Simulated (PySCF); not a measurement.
Species: C2H7FOSi.
Numbering: `[OH:1][CH2:2][C@H:3]([F:4])[SiH3:5]` (hydrogens: H6 on O1; H7, H8 on C2; H9 on C3; H10, H11, H12 on Si5)

Method: PySCF, PBE0-D3(BJ)/def2-SVP geometry optimisation, gas phase; density fitting, grid level 1; the optimiser is geomeTRIC in internal coordinates, started from a GFN2-xTB structure with every atom displaced at random (about 0.01 Å).

Geometry at step 0:
```
atom  x, y, z in Å
O1     -0.9565    1.1370   -0.7959
C2     -1.2812   -0.1051   -0.2536
C3     -0.1327   -0.6077    0.5777
F4     -0.1841   -0.0574    1.8645
Si5     1.5363   -0.0151   -0.2188
H6     -0.9372    1.8060   -0.0815
H7     -2.1916   -0.0699    0.3382
H8     -1.4055   -0.7638   -1.1068
H9     -0.1818   -1.6818    0.7511
H10     2.5980   -0.8196    0.4057
H11     1.4360   -0.2477   -1.6345
H12     1.7400    1.3968    0.1449
```

Q: What forces act on the atoms?

A: 
```json
{"atom": "O1", "Fx (eV/Å)": "-0.198", "Fy (eV/Å)": "1.352", "Fz (eV/Å)": "0.168"}
{"atom": "C2", "Fx (eV/Å)": "0.899", "Fy (eV/Å)": "0.199", "Fz (eV/Å)": "0.161"}
{"atom": "C3", "Fx (eV/Å)": "0.428", "Fy (eV/Å)": "0.204", "Fz (eV/Å)": "0.391"}
{"atom": "F4", "Fx (eV/Å)": "-0.075", "Fy (eV/Å)": "0.311", "Fz (eV/Å)": "-0.028"}
{"atom": "Si5", "Fx (eV/Å)": "-0.843", "Fy (eV/Å)": "-0.248", "Fz (eV/Å)": "1.111"}
{"atom": "H6", "Fx (eV/Å)": "-0.022", "Fy (eV/Å)": "-0.581", "Fz (eV/Å)": "-0.475"}
{"atom": "H7", "Fx (eV/Å)": "-0.625", "Fy (eV/Å)": "-0.135", "Fz (eV/Å)": "0.297"}
{"atom": "H8", "Fx (eV/Å)": "-0.256", "Fy (eV/Å)": "-0.483", "Fz (eV/Å)": "-0.320"}
{"atom": "H9", "Fx (eV/Å)": "-0.014", "Fy (eV/Å)": "-0.594", "Fz (eV/Å)": "-0.274"}
{"atom": "H10", "Fx (eV/Å)": "0.418", "Fy (eV/Å)": "-0.214", "Fz (eV/Å)": "0.067"}
{"atom": "H11", "Fx (eV/Å)": "0.172", "Fy (eV/Å)": "-0.139", "Fz (eV/Å)": "-1.075"}
{"atom": "H12", "Fx (eV/Å)": "0.115", "Fy (eV/Å)": "0.328", "Fz (eV/Å)": "-0.024"}
```

The largest, 1.42 eV/Å, acts on Si5 (O1 within 3 % of it); the rms over all components is 0.491 eV/Å. The forces sum to zero within rounding, as they must for an isolated molecule in no field.

Q: Give the force on Si5 in Eh/bohr and in nN.

A: 1.416 eV/Å ÷ 51.422 = 0.02754 Eh/bohr, and 1.416 eV/Å × 1.602 = 2.27 nN.

Q: How far is this geometry from the end of the optimisation?

A: 0.159 eV above it, and 0.204 Å rms away after alignment. The bonds farthest from their final lengths, with half the difference of the two atoms' forces along the bond (positive lengthens):

| bond | now (Å) | final (Å) | force along bond (eV/Å) |
| --- | --- | --- | --- |
| Si5–H11 | 1.438 | 1.494 | +1.03 |
| C3–Si5 | 1.942 | 1.915 | -0.76 |
| C2–H7 | 1.086 | 1.109 | +0.67 |
| Si5–H10 | 1.471 | 1.493 | +0.22 |
| Si5–H12 | 1.472 | 1.489 | +0.20 |
| C2–H8 | 1.085 | 1.102 | +0.46 |

The angle farthest from its final value is C2–C3–Si5, 109.1° against 113.4°.

Of the 6 listed bonds off by 0.010 Å or more, this force points towards the final length in 6.

What follows is the cost of the whole optimisation. Hardware: Arm Neoverse V2, one thread, shared host. Cost: 30 s, 0.46 GiB resident at most.
